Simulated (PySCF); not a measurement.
**Exact mass, isotope pattern and composition**

Species: `P1[SiH](P[SiH2]1)O`.

Calculated from isotope tables alone.

(1) What are the average molar mass and the monoisotopic mass?

(2) What cluster does the molecular ion M+• show when like nominal masses merge?

(3) Which m/z would the protonated, sodiated and deprotonated molecule have?

(4) What is the composition by mass?

(5) Resolve the fine structure: one atom at a time replaced by a minor isotope.

Answers

(1) For H6OP2Si2, with standard atomic weights, 1 × 15.999 + 2 × 28.085 + 2 × 30.974 + 6 × 1.008 = 140.165 g/mol. From the most abundant isotopes (16O, 28Si, 31P, 1H), 1 × 15.994915 + 2 × 27.976927 + 2 × 30.973762 + 6 × 1.007825 = 139.9432 u.

(2) 
```tsv
nominal mass	m/z (centroid)	relative intensity
140	139.9427	100.0
141	140.9423	10.3
142	141.9398	7.2
143	142.9397	0.4
144	143.9373	0.1
```

Cut off at 0.1 %. One electron mass, 0.00055 u, is taken off. Abundances used (%; other tables differ somewhat): 16O 99.757, 17O 0.038, 18O 0.205; 28Si 92.2297, 29Si 4.6832, 30Si 3.0872; 1H 99.9885, 2H 0.0115.

(3) [M+H]+ 140.9505, [M+Na]+ 162.9325, [M−H]− 138.9360, for the monoisotopic species (arithmetic only; whether such ions form is another matter).

(4) O 11.41 %, Si 40.07 %, P 44.20 %, H 4.31 %.

(5) Intensity in % of the monoisotopic species:

```tsv
isotope	mass shift (u)	m/z	intensity (%)
29Si	+0.99957	140.9423	10.16
17O	+1.00422	140.9469	0.04
2H	+1.00628	140.9490	0.07
30Si	+1.99684	141.9395	6.69
18O	+2.00425	141.9469	0.21
```

Species under 0.02 % are left out.
